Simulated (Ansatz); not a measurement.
```xyz
10

C    -0.0093   -0.0034    0.0014
C     1.4112   -0.0043   -0.0084
C    -0.7070    1.2203   -0.0089
C    -0.7070   -1.2331   -0.0056
H     1.9844   -0.9303   -0.0015
H     1.9697    0.9435    0.0004
H    -1.8084    1.2402   -0.0011
H    -0.1690    2.1840   -0.0034
H    -1.7913   -1.2480   -0.0044
H    -0.1868   -2.1776    0.0027
```

Basis set: cc-pVDZ (spherical functions). Frozen core: 4 orbitals. Charge 0, multiplicity 3.

Computed with Ansatz (development build ahead of 0.2.0); each method stands on the lowest determinant of its kind that the runs found.

The atomization energy at this shape (free ground-state atoms in the same class of orbitals less the molecule, no zero-point energy) of triplet C₄H₆:

```json
{"method": "UHF", "atomization energy": "31.84 eV"}
```

Question: What does UHF-MP2 give?

Answer: 39.21 eV. Caution: the unrestricted determinant is spin contaminated.
